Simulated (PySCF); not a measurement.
C3H7NOSi, SMILES N1[SiH2][C@H](OC=1)C. Atoms are numbered in the order given.

```xyz
13

C      1.9839    -0.8538    -0.0375
C      0.7314    -0.3018     0.6261
O      0.6669     1.1410     0.3852
C     -0.4632     1.5218    -0.2585
N     -1.4077     0.7423    -0.6009
Si    -0.9662    -0.8862    -0.0870
H      2.0980    -1.9240     0.1985
H      1.9322    -0.7531    -1.1333
H      2.8844    -0.3251     0.3131
H      0.7957    -0.4215     1.7198
H     -0.4514     2.6070    -0.4434
H     -1.8993    -1.4531     0.9249
H     -0.8263    -1.8447    -1.2185
```
Charge 0, spin multiplicity 1.

The structure is a stationary point at B3LYP-D3(BJ)/def2-SVP. The structure was generated by enumeration; whether it is a known compound was not checked. The values are those of a single conformer.

Method: PBE/pcSseg-1 run with PySCF.

GIAO shieldings, no solvent; atoms listed in one row are averaged. δ = σ(ref) − σ: ¹³C against TMS (σ = 182.0 ppm); ¹⁷O against H2O (σ = 334.3 ppm); ¹⁵N against NH3 (σ = 267.0 ppm); ²⁹Si against TMS (σ = 335.4 ppm); ¹H against TMS (σ = 31.49 ppm), references at their B3LYP-D3(BJ)/def2-TZVP geometries, non-relativistic.

```csv
nucleus,atoms,count,δ (ppm)
¹³C,C4,1,166.6
¹³C,C2,1,67.5
¹³C,C1,1,23.0
¹⁷O,O3,1,275.2
¹⁵N,N5,1,240.2
²⁹Si,Si6,1,-0.2
¹H,H11,1,7.33
¹H,H12,1,5.42
¹H,H13,1,5.19
¹H,H10,1,4.15
¹H,"H7, H8, H9",3,1.71
```
